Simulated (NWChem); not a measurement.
System: C2H4O3Si; SMILES C[SiH]1OC(=O)O1

Input file for NWChem:

```
start job
memory heap 200 mb stack 900 mb global 1100 mb
geometry units angstroms noautoz
  C     -0.738805     2.228243     0.000000
  Si     0.460967     0.812444     0.000000
  O      0.126191    -0.465287    -1.089253
  C     -0.086160    -1.298002     0.000000
  O     -0.380993    -2.449208     0.000000
  O      0.126191    -0.465287     1.089253
  H     -0.592251     2.858738    -0.885296
  H     -1.771481     1.864962     0.000000
  H     -0.592251     2.858738     0.885296
  H      1.880369     1.225457     0.000000
end
basis spherical
  * library def2-svp
end
dft
  xc xctpssh
  iterations 150
  mulliken
end
task dft energy
```

All runs use the structure optimised with B3LYP/6-31G* (spherical d).

Problem. Predict the main results of this run. (TPSSh/def2-SVP.) Quantities: energy (Ha); highest occupied level (eV); orbital gap (eV); dipole (D).

Solution. 
```yaml
energy (Ha): -593.57
highest occupied level (eV): -7.80
orbital gap (eV): 7.17
dipole (D): 5.25
```
